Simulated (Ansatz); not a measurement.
**Which method gave which barrier?**

Saddle point of BNH6O3, closed shell (BH₃O₃ ([OH][B]([OH])[OH]) + NH₃ → BNH₄O₂ ([NH2][B]([OH])[OH]) + H₂O; bonds formed: O2–H5; dative contacts that become bonds: B1–N6; bonds broken: B1–O2, H5–N6), PBE0-D4/def2-TZVP structure:

```json
{"atom": "B1", "x (Å)": "-0.3433", "y (Å)": "-0.0774", "z (Å)": "-0.1771"}
{"atom": "O2", "x (Å)": "1.1514", "y (Å)": "0.4545", "z (Å)": "-0.7593"}
{"atom": "O3", "x (Å)": "-0.6913", "y (Å)": "-1.2563", "z (Å)": "-0.8540"}
{"atom": "O4", "x (Å)": "-1.2767", "y (Å)": "0.9677", "z (Å)": "-0.2021"}
{"atom": "H5", "x (Å)": "1.2355", "y (Å)": "0.3114", "z (Å)": "0.4049"}
{"atom": "N6", "x (Å)": "0.3250", "y (Å)": "-0.1972", "z (Å)": "1.2417"}
{"atom": "H7", "x (Å)": "1.0836", "y (Å)": "1.3788", "z (Å)": "-1.0163"}
{"atom": "H8", "x (Å)": "0.0635", "y (Å)": "-1.6876", "z (Å)": "-1.2550"}
{"atom": "H9", "x (Å)": "-1.8899", "y (Å)": "0.8427", "z (Å)": "-0.9286"}
{"atom": "H10", "x (Å)": "-0.0893", "y (Å)": "0.3981", "z (Å)": "1.9450"}
{"atom": "H11", "x (Å)": "0.4315", "y (Å)": "-1.1348", "z (Å)": "1.6009"}
```

Ansatz 0.2.0; basis: def2-TZVPP, with def2-QZVPP for the basis limit; cores frozen in the correlated methods. Extrapolation: Hartree–Fock as exp(−7.88 √X), correlation as X^−2.97. Four methods, as single points on the PBE0-D4 structures, gave these electronic barriers from the start structure: 0.888, 1.177, 1.252, 1.697 eV.

Question: The methods were, in alphabetical order, HF, MP2, PBE0-D4, SPW92. Which gave which? (A judgement: the text doesn't fix the answer.)

Answer: Computed: SPW92 0.888; PBE0-D4 1.177; MP2 1.252; HF 1.697 eV. For comparison, CCSD(T) at an estimated basis limit (MP2 extrapolated from triple and quadruple zeta, plus CCSD(T) − MP2 in triple zeta) gives 1.318 eV.

No T1 diagnostic of these runs exceeds 0.012.

Labels in which every atom is bracketed show which atoms are joined, not bond orders.

For scale, one of the runs: CCSD(T)/def2-TZVPP, 239 basis functions, launched by `ansatz run in.yaml --threads 4 --pin off --events-out ev --progress --plain --max-ram 9574MiB`. Hardware: 4 CPU threads of an Arm Neoverse V1, shared host. Wall time 3 min; peak host memory 5 GiB.
